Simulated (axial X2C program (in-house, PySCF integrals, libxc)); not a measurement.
CI⁺ along the bond: PBE50, 2c

Computed with an axial X2C code built on PySCF integrals. Two-component (2c) means X2C with spin–orbit coupling and atomic mean-field two-electron Coulomb and Gaunt terms. Basis: I dyall-v3z [11s12p8d1f], C dyall-v3z [7s6p2d1f] (cores contracted in-house); Gaussian nuclei, density fitting, unrestricted open shells. Masses: I 126.904 u, C 12.000 u.

State: Ω = 0 (closed shell). Dipoles are positive if C is the positive end and refer to the centre of mass.

Results along the bond:

```tsv
R (Å)	μ (D)	HOMO (eV)	LUMO (eV)
1.666	-1.322	-17.18	-9.26
1.743	-0.842	-17.40	-9.42
1.800	-0.472	-17.53	-9.55
1.858	-0.096	-17.61	-9.67
1.915	0.280	-17.52	-9.79
1.982	0.717	-17.24	-9.96
2.049	1.149	-16.97	-10.12
2.135	1.688	-16.66	-10.32
2.240	2.321	-16.31	-10.54
2.394	3.180	-15.87	-10.79
```

Occupations by symmetry block were frozen at the best pattern of an incomplete PBE0 search. Closed shells are restricted here (equal orbitals for both partners); the stretched side of such a curve lies too high.
